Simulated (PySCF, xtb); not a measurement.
C2H7Al, SMILES C[CH2][AlH2].

Harmonic wavenumbers (cm⁻¹) from GFN2-xTB in xtb at its own minimum, in rising order: 59, 128, 155, 443, 458, 590, 675, 778, 895, 954, 1015, 1206, 1213, 1402, 1463, 1490, 1491, 1744, 1773, 2861, 2885, 2974, 2985, 2999.

What does B3LYP-D3(BJ)/def2-SVP in PySCF give at its own minimum? (An estimate is asked for; the answer gives what the named calculation found.)

65, 194, 198, 447, 497, 606, 671, 802, 921, 958, 1034, 1219, 1238, 1399, 1420, 1472, 1483, 1909, 1914, 2989, 3014, 3021, 3084, 3094. Paired by order, the mean absolute difference is 49 cm⁻¹ and the zero-point energies are 46.7 and 48.1 kcal/mol.
